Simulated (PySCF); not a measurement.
A run for PySCF: R-HF/STO-3G on As2, a point of a bond scan (R = 3.682 Å).

```python
from pyscf import gto, scf, dft, mp
from pyscf.data.elements import chemcore

mol = gto.M(
    atom='''
    As   -0.00000000   -0.00000000   -1.05206769
    As    0.00000000    0.00000000    2.63016923
    ''',
    basis='sto-3g',
    charge=0, spin=0, verbose=3, max_memory=1800)
mf = scf.RHF(mol)
mf.conv_tol = 1e-8
mf.max_cycle = 100
mf.kernel()
if not mf.converged:
    mf = mf.newton().run(mf.mo_coeff, mf.mo_occ)
```

The log:

```
converged SCF energy = -4418.0554512105
```

Self-consistency was reached.

Cost: around 0.07 core-seconds (rough).
